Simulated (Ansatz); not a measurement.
Al₂Cu₈, relaxed as a singlet with RKS PBE-D4/def2-SVP in Ansatz, starting from the GFN1-xTB geometry. Force threshold 0.03 eV/Å.

The restricted singlet is unstable towards broken spin symmetry in Hartree–Fock (as tested in another run); at PBE-D4/def2-SVP this wasn't settled. Another isomer (singlet) lies 0.50 eV lower at PBE0-D4/def2-SVP; other spin states weren't run for this one.

Start:

```
atom   x (Å)   y (Å)   z (Å)
 Al1   2.849   0.018  -0.188
 Al2   1.784   2.155   0.630
 Cu3  -0.771   1.122   0.116
 Cu4  -1.773  -1.117   0.696
 Cu5   0.334  -1.142  -0.689
 Cu6   2.449   0.273   2.533
 Cu7  -2.795   0.395  -0.932
 Cu8   0.364  -0.449   1.723
 Cu9  -0.671   0.452  -2.212
Cu10  -1.770  -1.707  -1.677
```

```json
{"step": "1", "energy (eV)": "-370212.2137", "largest force component (eV/Å)": "0.846", "SCF passes": "61"}
{"step": "2", "energy (eV)": "-370212.8141", "largest force component (eV/Å)": "0.777", "SCF passes": "36"}
{"step": "3", "energy (eV)": "-370213.0853", "largest force component (eV/Å)": "0.453", "SCF passes": "36"}
{"step": "4", "energy (eV)": "-370213.1751", "largest force component (eV/Å)": "0.167", "SCF passes": "39"}
{"step": "5", "energy (eV)": "-370213.2536", "largest force component (eV/Å)": "0.323", "SCF passes": "36"}
{"step": "6", "energy (eV)": "-370213.3716", "largest force component (eV/Å)": "0.316", "SCF passes": "37"}
{"step": "7", "energy (eV)": "-370213.4800", "largest force component (eV/Å)": "0.161", "SCF passes": "36"}
{"step": "8", "energy (eV)": "-370213.5757", "largest force component (eV/Å)": "0.261", "SCF passes": "35"}
{"step": "9", "energy (eV)": "-370213.6938", "largest force component (eV/Å)": "0.201", "SCF passes": "38"}
{"step": "10", "energy (eV)": "-370213.7646", "largest force component (eV/Å)": "0.122", "SCF passes": "34"}
{"step": "11", "energy (eV)": "-370213.8036", "largest force component (eV/Å)": "0.213", "SCF passes": "34"}
{"step": "12", "energy (eV)": "-370213.8605", "largest force component (eV/Å)": "0.145", "SCF passes": "35"}
{"step": "13", "energy (eV)": "-370213.9086", "largest force component (eV/Å)": "0.104", "SCF passes": "34"}
{"step": "14 (rejected)", "energy (eV)": "-370213.8999", "largest force component (eV/Å)": "0.272", "SCF passes": "36"}
{"step": "15", "energy (eV)": "-370213.9198", "largest force component (eV/Å)": "0.148", "SCF passes": "32"}
{"step": "16", "energy (eV)": "-370213.9273", "largest force component (eV/Å)": "0.036", "SCF passes": "27"}
{"step": "17", "energy (eV)": "-370213.9276", "largest force component (eV/Å)": "0.016", "SCF passes": "29"}
```

Force components are those of the run's own axes.

End:

```csv
atom,x (Å),y (Å),z (Å)
Al1,1.675,0.830,-0.651
Al2,1.626,1.865,1.727
Cu3,-0.673,1.300,0.066
Cu4,-1.753,-0.811,0.608
Cu5,0.513,-1.331,-0.140
Cu6,2.491,-0.371,1.272
Cu7,-2.461,0.417,-1.346
Cu8,0.188,-0.097,1.927
Cu9,-0.192,0.090,-2.007
Cu10,-1.412,-1.893,-1.456
```

Bonds formed: Al1–Cu3, Al1–Cu9, Cu5–Cu6 (atoms count from 1). Metal–metal contacts that move far: Al2–Cu8 3.16 to 2.44 Å.

No frequencies were taken in this run, so the end may be a saddle point.

Run time 3.6 min (6 threads of Intel Xeon on a shared host), peak host memory 0.94 GiB.
